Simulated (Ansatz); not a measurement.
`[SH][Al]([Br])[Br]` + H–F → `[F][Al]([Br])[Br]` + H₂S at 600 K and 1 bar (ligand exchange at the Al–S bond).

Computed with Ansatz on PBE0-D4/def2-TZVP structures; ΔE is electronic, products minus reactants. CBS: MP2 limit from def2 TZ/QZ plus the TZ coupled-cluster correction, frozen cores. This one scheme is used for every species. For Br outer-core shells are correlated without core-valence functions, which leaves a few kJ/mol of doubt a bond. Scalar relativity is left out up to krypton. One conformer a species, not always the lowest.

```tsv
species	CCSD(T)/CBS energy (Eh)	H − E (kJ/mol)	S (J/(mol·K))
`[SH][Al]([Br])[Br]`	-5787.21638	78.9	425.8
H–F	-100.39570	42.3	194.0
`[F][Al]([Br])[Br]`	-5488.66195	52.7	387.1
H₂S	-398.97279	60.8	230.9
```

H − E and S are ideal-gas, rigid-rotor, harmonic terms from PBE0-D4/def2-TZVP, for one conformer and one mirror image of each species. 1 Eh = 2625.50 kJ/mol, R = 8.31446 J/(mol·K).

Question: By hand: ΔE, ΔH, ΔS and ΔG.

Answer: ΔE = (-5488.66195) + (-398.97279) − (-5787.21638) − (-100.39570) = -0.02266 Eh = -59.5 kJ/mol. Δ(H − E) = 52.7 + 60.8 − 78.9 − 42.3 = -7.7, so ΔH = -67.2 kJ/mol. ΔS = 387.1 + 230.9 − 425.8 − 194.0 = -1.8 J/(mol·K). ΔG = -67.2 − 600 × (-1.8)/1000 = -66.1 kJ/mol.

Question: By hand: the equilibrium constant, and the temperature at which ΔG would vanish if ΔH and ΔS stayed fixed.

Answer: log₁₀ K = −ΔG/(RT ln 10) = 5.8. ΔG = 0 at ΔH/ΔS = 37333 K, far beyond where these terms or the molecules hold.

The number of gas molecules stays the same, so ΔS is small and ΔH decides. A doubt of 5 kJ/mol in ΔE shifts log₁₀ K by 0.4 here. Other conformers and mirror images would add mixing entropy, several J/(mol·K) or more a flexible species. These are equilibria of isolated gas molecules and say nothing of rates. Largest T1 diagnostic: 0.009 (customary marks: 0.02 for closed shells, 0.045 for open ones).
